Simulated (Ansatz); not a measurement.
Species: [Ta(F)2(OH)3] (charge 0, multiplicity 1).

Question: Give a relaxed geometry from r2SCAN-D4/def2-SVP (Ansatz, a program for electronic structure).

Answer: One answer among several that fit: the end point of this relaxation, one of several conformers.
Cartesian coordinates (Å) in one orientation:
```xyz
9

Ta    -0.023    -0.037    -0.087
F      0.825     1.316     0.985
F     -1.625     0.378     0.822
O      1.237    -1.256     0.675
H      1.915    -0.935     1.287
O      0.528     0.993    -1.601
H      1.054     1.795    -1.476
O     -0.821    -1.367    -1.153
H     -1.212    -2.047    -1.704
```
